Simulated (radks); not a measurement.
Values are calculated unless marked as measured or tabulated.
These are the eigenvalues of the occupied orbitals of an atom or ion with whole-number occupations (eV). Level of theory: scalar-relativistic Kohn-Sham, r2SCAN, spin-unpolarised, spherical densities, finite nucleus; meta-GGA in the generalised Kohn-Sham scheme; Fermi nuclear charge, rms radius of each element as measured or else 0.836 A^(1/3) + 0.57 fm (a radial shooting solver on a logarithmic mesh with Libxc functionals).

orbital  eigenvalue
1s        -73988.90
2s        -12951.39
2p        -11282.09
3s        -3059.872
3p        -2567.433
3d        -2015.986
4s        -688.2163
4p        -525.9896
4d        -323.4363
5s        -139.1013
4f         -98.7346
5p         -97.1898
5d         -48.1082

Which element is it, and in what charge state? The configuration may be excited.

Answer. Z = 76, osmium, charge +4: Os4+ in [Xe] 4f14 5d4. The list shows which subshells hold electrons but not how many an open one holds; the 1s level, -2719 hartree, gives Z - s = 73.7 by -(Z - s)^2/2, which with screening and relativity narrows Z to a few neighbours, and the depths of the outer levels then fix element, charge and occupations together.
